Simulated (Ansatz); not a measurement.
`O[SiH2][NH][GeH2][OH]`, charge 0, multiplicity 1.

Q: Give a relaxed structure at PBE0-D4/def2-TZVP (the Gaussian-basis code of Ansatz). (Estimate.)

A: Computed: 
Z-matrix (Å, degrees):
```
Si
N 1 1.729
O 1 1.638 2 108.4
H 1 1.490 2 106.8 3 123.6
H 1 1.484 2 113.5 3 -116.5
Ge 2 1.816 1 123.7 3 16.8
H 2 1.009 1 117.3 3 -137.8
H 3 0.967 1 114.5 2 30.2
O 6 1.800 2 104.1 1 -50.1
H 6 1.537 2 109.3 1 -167.6
H 6 1.537 2 112.5 1 65.6
H 9 0.960 6 113.5 2 159.5
```
This is one stationary point; other conformers may exist.
